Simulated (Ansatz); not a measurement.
```yaml
crystal:
  periodic: [false, false, false]
  atoms:
    - {symbol: In, position_ang: [0.059218, -0.040941, -1.683307]}
    - {symbol: P, position_ang: [-0.045905, 0.030859, 1.225589]}
    - {symbol: F, position_ang: [-1.468918, 0.046844, 1.922587]}
    - {symbol: F, position_ang: [0.627999, 1.256897, 1.969589]}
    - {symbol: F, position_ang: [0.626073, -1.164475, 2.020005]}
    - {symbol: Br, position_ang: [2.552009, -0.026881, -1.716640]}
    - {symbol: Br, position_ang: [-1.183288, 2.105592, -1.931727]}
    - {symbol: Br, position_ang: [-1.167199, -2.207906, -1.806104]}
basis:
  gaussian: {orbitals: def2-TZVP}
total_charge: 1
magnetization: {spin_polarized: true, initial_magnetization: 1}
hamiltonian: {xc: pbe0, dispersion: d4}
scf: {omitted_lower_state_checks: [starts]}
output: {orbitals: {seedname: orbitals}}
```

```sh
$ ansatz run in.yaml --threads 4 --pin off --events-out ev --progress --plain --max-ram 4787MiB
```

Q: Does this run fit into the memory that it is given?

A: No. It has 324 basis functions, and Ansatz plans for 5.34 GiB where 4.67 GiB are given.
